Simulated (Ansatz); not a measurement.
Stepwise reaction of `[NH2][Ta]([NH2])([NH2])=[S]` with hydrogen fluoride, as a gas-phase model of exchange steps in deposition or etching. ΔE in kJ/mol; ΔG adds harmonic PBE0-D4 terms to CCSD(T)/CBS, at 1 bar.

Computed with Ansatz on PBE0-D4/def2-TZVP structures; ΔE is electronic, products minus reactants. CCSD(T)/CBS is the MP2 limit (def2-TZVPP, def2-QZVPP) plus CCSD(T) − MP2 in def2-TZVPP, frozen cores. This one scheme is used for every species. Functionals use def2-TZVPP. B3LYP here is the variant with VWN-RPA as its local correlation; programs differ in this. Elements past krypton have def2 core potentials. For Ta outer-core shells are correlated without core-valence functions, which leaves a few kJ/mol of doubt a bond. One conformer a species, not always the lowest.

| step | reaction | PBE-D4 | B3LYP-D4 | ωB97M-V | CCSD(T)/CBS | ΔG(600 K) |
| --- | --- | --- | --- | --- | --- | --- |
| 2 | `[NH2][Ta]([NH2])([F])=[S]` + H–F → `[NH2][Ta]([F])([F])=[S]` + NH₃ | -83.7 | -84.1 | -84.6 | -72.6 | -68.5 |
| 3 | `[NH2][Ta]([F])([F])=[S]` + H–F → `[F][Ta]([F])([F])=[S]` + NH₃ | -68.0 | -67.5 | -67.9 | -56.1 | -50.1 |

**Question.** Give the row of step 1, `[NH2][Ta]([NH2])([NH2])=[S]` + H–F → `[NH2][Ta]([NH2])([F])=[S]` + NH₃. (Estimate.)

**Answer.** The calculation gave: 
```json
{"step": "1", "reaction": "`[NH2][Ta]([NH2])([NH2])=[S]` + H–F → `[NH2][Ta]([NH2])([F])=[S]` + NH₃", "PBE-D4": "-94.8", "B3LYP-D4": "-96.5", "ωB97M-V": "-95.3", "CCSD(T)/CBS": "-83.4", "ΔG(600 K)": "-88.0"}
```

**Question.** By hand: ΔE of the 3 steps together at CCSD(T)/CBS.

**Answer.** (-83.4) + (-72.6) + (-56.1) = -212.1 kJ/mol, or -70.7 kJ/mol a step.

In ΔE each step is higher than the one before. All are downhill at CCSD(T)/CBS. ΔG lies between -88.0 and -50.1 kJ/mol a step. PBE-D4 differs from CCSD(T)/CBS by -11.9 to -11.1 kJ/mol a step. Only this route is followed, and other bonds may react first. Isolated molecules leave out the surface, adducts and barriers. Largest T1 diagnostic: 0.020.
